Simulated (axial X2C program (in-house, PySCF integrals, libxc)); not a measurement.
**Outer orbitals of AlGa at 2.458 Å, TPSSh**

Computed with an in-house all-electron X2C program for linear molecules (integrals from PySCF). Spin-free means the one-electron spin-free X2C Hamiltonian; two-component (2c) means X2C with spin–orbit coupling and atomic mean-field two-electron Coulomb terms, the Gaunt term switched off, so the difference of the two also holds small scalar two-electron terms. Basis: Ga dyall-v3z [9s9p7d1f], Al dyall-v3z [8s8p2d1f] (cores contracted in-house); Gaussian nuclei, density fitting, unrestricted open shells. Masses: Ga 68.926 u, Al 26.982 u.

The distance is close to the 2c PBE0 minimum; the highest filled and lowest empty levels are listed.

Spin-free orbitals, state M_S = 1, Λ = 0 (beyond evenly filled blocks: π+α, π-α) (Löwdin shares):

```csv
symmetry,occupied,ε (eV),atomic character
σα,yes,-20.57,100% Ga d
σβ,yes,-20.55,100% Ga d
π+α,yes,-20.52,100% Ga d
π-α,yes,-20.52,100% Ga d
π-β,yes,-20.46,100% Ga d
π+β,yes,-20.46,100% Ga d
δ+α,yes,-20.44,100% Ga d
δ-α,yes,-20.44,100% Ga d
δ-β,yes,-20.35,100% Ga d
δ+β,yes,-20.35,100% Ga d
σα,yes,-11.20,"54% Ga s, 29% Al s, 9% Al p"
σβ,yes,-10.09,"57% Ga s, 27% Al s, 8% Al p"
σα,yes,-7.60,"43% Al s, 21% Ga s, 20% Ga p"
σβ,yes,-6.86,"45% Al s, 20% Ga p, 18% Ga s"
π-α,yes,-4.39,"48% Al p, 46% Ga p, 3% Al d"
π+α,yes,-4.39,"48% Al p, 46% Ga p, 3% Al d"
σα,no,-3.42,"44% Al p, 42% Ga p, 8% Al s"
σβ,no,-3.14,"45% Ga p, 43% Al p, 6% Ga s"
π-β,no,-2.61,"49% Al p, 48% Ga p"
π+β,no,-2.61,"49% Al p, 48% Ga p"
```

Spinors with spin–orbit coupling (state Ω = 1):

```json
{"ω": "-1/2", "occupied": "yes", "ε (eV)": "-20.79", "atomic character": "100% Ga d", "λ mixture": "57% π, 43% σ"}
{"ω": "1/2", "occupied": "yes", "ε (eV)": "-20.77", "atomic character": "100% Ga d", "λ mixture": "53% σ, 47% π"}
{"ω": "-3/2", "occupied": "yes", "ε (eV)": "-20.71", "atomic character": "100% Ga d", "λ mixture": "79% δ, 21% π"}
{"ω": "3/2", "occupied": "yes", "ε (eV)": "-20.65", "atomic character": "100% Ga d", "λ mixture": "63% δ, 37% π"}
{"ω": "-1/2", "occupied": "yes", "ε (eV)": "-20.35", "atomic character": "100% Ga d", "λ mixture": "57% σ, 43% π"}
{"ω": "1/2", "occupied": "yes", "ε (eV)": "-20.34", "atomic character": "100% Ga d", "λ mixture": "53% π, 47% σ"}
{"ω": "3/2", "occupied": "yes", "ε (eV)": "-20.29", "atomic character": "100% Ga d", "λ mixture": "63% π, 37% δ"}
{"ω": "-3/2", "occupied": "yes", "ε (eV)": "-20.27", "atomic character": "100% Ga d", "λ mixture": "79% π, 21% δ"}
{"ω": "5/2", "occupied": "yes", "ε (eV)": "-20.26", "atomic character": "100% Ga d", "λ mixture": "100% δ"}
{"ω": "-5/2", "occupied": "yes", "ε (eV)": "-20.16", "atomic character": "100% Ga d", "λ mixture": "100% δ"}
{"ω": "1/2", "occupied": "yes", "ε (eV)": "-11.20", "atomic character": "54% Ga s, 29% Al s, 9% Al p", "λ mixture": "100% σ"}
{"ω": "-1/2", "occupied": "yes", "ε (eV)": "-10.09", "atomic character": "57% Ga s, 27% Al s, 8% Al p", "λ mixture": "100% σ"}
{"ω": "1/2", "occupied": "yes", "ε (eV)": "-7.60", "atomic character": "43% Al s, 21% Ga s, 20% Ga p", "λ mixture": "100% σ"}
{"ω": "-1/2", "occupied": "yes", "ε (eV)": "-6.86", "atomic character": "45% Al s, 20% Ga p, 18% Ga s", "λ mixture": "100% σ"}
{"ω": "-1/2", "occupied": "yes", "ε (eV)": "-4.41", "atomic character": "48% Al p, 47% Ga p, 3% Al d", "λ mixture": "100% π"}
{"ω": "3/2", "occupied": "yes", "ε (eV)": "-4.36", "atomic character": "49% Al p, 46% Ga p, 3% Al d", "λ mixture": "100% π"}
{"ω": "1/2", "occupied": "no", "ε (eV)": "-3.42", "atomic character": "44% Al p, 42% Ga p, 8% Al s", "λ mixture": "100% σ"}
{"ω": "-1/2", "occupied": "no", "ε (eV)": "-3.14", "atomic character": "45% Ga p, 43% Al p, 6% Ga s", "λ mixture": "100% σ"}
{"ω": "1/2", "occupied": "no", "ε (eV)": "-2.63", "atomic character": "49% Ga p, 48% Al p", "λ mixture": "100% π"}
{"ω": "-3/2", "occupied": "no", "ε (eV)": "-2.59", "atomic character": "50% Al p, 47% Ga p", "λ mixture": "100% π"}
```

Mulliken charges and populations of the two-component result (they depend on the basis, above all on diffuse functions):

Ga 0.03 e (s 7.77 p 13.16 d 10.03), Al -0.03 e (s 5.76 p 7.20 d 0.07 f 0.01). ⟨Lz⟩ = 0.00 ħ and ⟨Sz⟩ = 1.00 ħ (0.49 and 0.51 on the two atoms), which add up to Ω.

Density functionals use the spin component along the axis (collinear). The state is one determinant with fixed occupations, lowest in a PBE0 search at one distance only: followed along the bond, the spin-free determinant M_S = 1, Λ = 1 reaches 0.03 eV lower at PBE0, at Re = 2.710 Å, so the state shown is not the lowest. With several unpaired electrons one determinant need not be a pure state. Open-shell Ω = 0 determinants with evenly filled partner blocks cannot be reached by this program, so the Ω shown need not be the lowest component. This is the Ω = 1 component of a π² triplet; the 0⁺ component is not one determinant and can lie lowest.
